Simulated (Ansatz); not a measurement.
C3H9AlO, SMILES `C[CH](C)[AlH][OH]`, relaxed with RKS PBE-D4/def2-SVP in Ansatz from a rough embedded geometry. The force threshold is 0.03 eV/Å; the program also tests the step.

The species carries charge 0 and has multiplicity 1.

Start:

```xyz
14

C     0.779   -1.131   -0.550
C     0.369    0.298   -0.439
C    -0.916    0.479   -1.207
Al    0.098    0.932    1.471
O    -1.121   -0.005    2.541
H     0.080   -1.823   -0.067
H     1.779   -1.256    0.028
H     0.996   -1.403   -1.568
H     1.189    0.965   -0.906
H    -1.733   -0.117   -0.830
H    -1.220    1.566   -1.204
H    -0.766    0.253   -2.307
H     1.041    2.014    2.118
H    -0.575   -0.773    2.921
```

```csv
step,energy (eV),largest force (eV/Å),largest move (Å)
1,-11885.8509,2.704,0.000
2,-11886.2503,1.171,0.125
3,-11886.3630,0.747,0.088
4,-11886.4087,0.478,0.113
5,-11886.4759,0.504,0.200
6,-11886.5442,0.326,0.200
7,-11886.5996,0.242,0.200
8,-11886.6113,0.117,0.162
9,-11886.6135,0.040,0.031
10,-11886.6136,0.036,0.005
11,-11886.6137,0.043,0.021
12,-11886.6141,0.008,0.022
```

End:

```xyz
14

C     0.938   -1.125   -0.639
C     0.383    0.301   -0.450
C    -0.962    0.480   -1.178
Al    0.236    0.722    1.477
O    -0.998   -0.142    2.322
H     0.262   -1.889   -0.199
H     1.938   -1.261   -0.172
H     1.049   -1.378   -1.718
H     1.118    1.019   -0.883
H    -1.748   -0.180   -0.754
H    -1.342    1.522   -1.121
H    -0.875    0.225   -2.259
H     1.157    1.749    2.301
H    -1.155   -0.041    3.274
```

Run time 14 s (4 threads of a server CPU on a shared host); peak host memory 0.17 GiB.
